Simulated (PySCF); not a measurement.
Isomers of C6H6P2, one conformer each; single-point electronic energies without zero-point terms and without any empirical dispersion term.

All values: PBE0/pcSseg-1 (PySCF, non-relativistic), each on one gas-phase PBE0-D3(BJ)/def2-SVP geometry that isn't relaxed in the solvent. The solvent is an IEF-PCM continuum (Bondi radii, 1.10 Å for H, scaled by 1.2). Only the electrostatic response of the medium enters.

```json
{"isomer": "`[H]/P=P\\C1=CC=CC=C1`", "relative energy, gas (kcal/mol)": "0.0", "dipole (D)": "2.95"}
{"isomer": "`C=CC1=PC=CP=C1`", "relative energy, gas (kcal/mol)": "19.2", "dipole (D)": "0.26"}
```

**Question.** How do the relative energies look in dichloromethane (ε = 8.93)?

**Answer.** 
```json
{"isomer": "`[H]/P=P\\C1=CC=CC=C1`", "relative energy, solvent (kcal/mol)": "0.0", "E(solvent) − E(gas) (kcal/mol)": "-3.3", "dipole in solvent (D)": "3.72"}
{"isomer": "`C=CC1=PC=CP=C1`", "relative energy, solvent (kcal/mol)": "19.5", "E(solvent) − E(gas) (kcal/mol)": "-3.0", "dipole in solvent (D)": "0.32"}
```

The order is unchanged. Conformers: `[H]/[P:1]=[P:2]\[c:3]1[cH:4][cH:5][cH:6][cH:7][cH:8]1` with P1–P2–C3–C4 34°; `[CH2:1]=[CH:2][c:3]1[cH:4][p:5][cH:6][cH:7][p:8]1` with C1–C2–C3–C4 10°. `[H]/P=P\C1=CC=CC=C1` gains most from the continuum, and it has the largest gas-phase dipole. The gains span 0.3 kcal/mol, the gas-phase energies 19.2 kcal/mol.
